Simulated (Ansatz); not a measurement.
Relaxation of FGaH6N2 (10 atoms, charge 0, multiplicity 1), to a largest force component of 0.03 eV/Å in at most 50 steps.

All numbers below come from RKS CAM-B3LYP-D4/def2-SVP (Ansatz 0.2.0).

```xyz
10
Properties=species:S:1:pos:R:3
Ga 0.010 0.645 -0.573
H 0.049 0.220 2.166
N 1.614 -0.090 -0.906
H 1.764 -0.906 -1.485
H 2.480 0.366 -0.647
N -1.606 0.018 -1.048
H -1.774 -0.906 -1.423
H -2.463 0.489 -0.786
F 0.027 2.173 0.236
H 0.037 0.903 1.939
```

Question: Where does it end, and by what steps?

Answer: It converged. The force dipped under the threshold on the way, but the program's further checks kept it going. After 11 steps the energy has fallen by 0.076 eV; H2 moved furthest, 0.66 Å.

| step | energy less start (eV) | largest force component (eV/Å) | accepted |
| --- | --- | --- | --- |
| 0 | 0.0000 | 1.714 | yes |
| 1 | -0.0647 | 0.355 | yes |
| 2 | -0.0693 | 0.086 | yes |
| 3 | -0.0713 | 0.055 | yes |
| 4 | -0.0709 | 0.106 | no |
| 5 | -0.0723 | 0.023 | yes |
| 6 | -0.0733 | 0.076 | yes |
| 7 | -0.0740 | 0.096 | yes |
| 8 | -0.0746 | 0.098 | yes |
| 9 | -0.0751 | 0.071 | yes |
| 10 | -0.0753 | 0.069 | yes |
| 11 | -0.0755 | 0.021 | yes |

```xyz
10
Properties=species:S:1:pos:R:3
Ga 0.028 0.583 -0.686
H -0.031 0.423 2.786
N 1.635 -0.094 -1.104
H 1.790 -0.924 -1.661
H 2.497 0.342 -0.802
N -1.601 -0.007 -1.151
H -1.784 -0.876 -1.634
H -2.446 0.439 -0.818
F 0.055 2.050 0.284
H -0.006 0.976 2.258
```

Whether the end is a true minimum wasn't checked by a vibrational analysis.

Run time: 23 s on 4 threads of Arm Neoverse V1 (shared host), peak memory 0.28 GiB.
